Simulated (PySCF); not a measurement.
## Predicted spectroscopic data

How the numbers were obtained: GFN2-xTB structure, NMR shieldings at PBE0/pcSseg-1/GIAO, in PySCF 2.14 (one conformer, no relativistic terms, equivalent nuclei averaged, no solvent model).

Chemical shifts δ = σref − σ; TMS for 1H (σ = 31.72 ppm) and 13C (σ = 186.93 ppm), all at this level. Splittings of carbon signals by F and P are missing where no couplings were computed. Where no couplings were computed, multiplicities follow the n + 1 count of equivalent neighbours, and m marks all less simple cases (inequivalent or close neighbours, rings, F or P nearby). Shifts are as computed. Against solution values, carbons near 30 ppm lie about +3 ppm off and those near 130 ppm about +5 ppm. Of 1211 compounds with measured shifts, 218 miss one by over three times the rms of a fit or turn the order of signals round; such compounds aren't used in these exercises.

**1.** `[pH]1cc(OC)cc1C`, C₆H₉OP. 1H NMR (600 MHz, computed): δ 6.74 (m, 1H), 4.97 (m, 1H), 4.66 (m, 1H), 3.86 (s, 3H), 2.40 (m, 3H). 13C{1H} NMR (computed): δ 173.9 (C), 159.1 (C), 139.8 (CH), 91.6 (CH), 57.1 (CH3), 21.6 (CH3).

**2.** `COC(=O)c1ocpc1C=O`, C₆H₅O₄P. 1H NMR (600 MHz, computed): δ 11.36 (m, 1H), 8.94 (m, 1H), 4.20 (s, 3H). 13C{1H} NMR (computed): δ 194.3 (CH), 193.9 (CH), 165.0 (C), 162.8 (C), 157.0 (C), 54.3 (CH3).

**3.** SMILES C=C(C#N)C(C)C, C₆H₉N. 1H NMR (600 MHz, computed): δ 6.09 (m, 1H), 6.07 (m, 1H), 2.38 (sept, 1H), 1.24 (d, 6H). 13C{1H} NMR (computed): δ 139.4 (C), 136.1 (CH2), 122.5 (C), 41.2 (CH), 24.0 (CH3).

**4.** `C#CP1CC(OC)C1`, C₆H₉OP. 1H NMR (600 MHz, computed): δ 4.69 (m, 1H), 3.40 (s, 3H), 2.43 (m, 2H), 2.37 (m, 1H), 2.04 (m, 2H). 13C{1H} NMR (computed): δ 100.4 (CH), 92.9 (C), 80.9 (CH), 56.6 (CH3), 36.0 (CH2).
